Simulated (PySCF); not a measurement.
## Structure from NMR data

Molecular formula: C₆H₆FN. Simulated spectra:

$^{1}$H NMR (300 MHz, computed): δ 7.15 (m, 2H), 6.64 (m, 2H), 3.30 (br s, 2H).

$^{13}$C{$^{1}$H} NMR (computed): δ 164.4 (C), 148.1 (C), 122.2 (CH, 2C), 116.9 (CH, 2C).

Computed data (PySCF): GFN2-xTB geometry, PBE0/pcSseg-1 with gauge-including orbitals. One computed conformer, no relativistic terms, equivalent nuclei averaged, in vacuum.

δ = σ(ref) − σ, references computed at the same level: $^{1}$H (σ = 31.72 ppm), $^{13}$C (σ = 186.93 ppm) against TMS.

**Question.** Which of these isomers gave the spectra?
A. Cc1ccc(F)cn1
B. CC#C/C=N\C=C/F
C. Nc1ccc(F)cc1

**Answer.** C. 

1. The formula gives 4 degrees of unsaturation (1 ring in the answer).
2. 4 carbon signals for 6 carbons: some carbons are equivalent by symmetry or fast rotation.
3. Carbon types of the structure: 2 × C, 4 × CH, leaving 2 H on heteroatoms.
4. δC 164.4: aromatic carbon bearing fluorine; σ withdrawal by the attached heteroatom moves it downfield of the ring CH carbons.
5. δC 148.1: aromatic carbon bearing nitrogen; an ipso carbon deshielded by its heteroatom.
6. δC 122.2, 116.9: aromatic CH.
7. δH 7.15, 6.64: hydrogen on an aromatic CH.
8. δH 3.30: hydrogen on an aniline-type nitrogen; exchangeable, gas-phase position.

The others: Cc1ccc(F)cn1 would give 6 carbon signals, not 4; CC#C/C=N\C=C/F would give 6 carbon signals, not 4.

OH and NH positions are those of a molecule without intermolecular hydrogen bonds; in solution they move with solvent, concentration and temperature, and exchange usually removes their couplings. Splittings by $^{19}$F in the carbon and heteronuclear signals aren't shown, as no couplings were computed. Shifts are as computed. Against solution values, carbons near 30 ppm lie about +3 ppm off and those near 130 ppm about +5 ppm. Of 1211 compounds with measured shifts, 218 miss one by over three times the rms of a fit or turn the order of signals round; such compounds aren't used in these exercises. Multiplicities follow the n + 1 count of equivalent neighbours, as no J values were calculated; m marks all less simple cases, F and P coupling included.
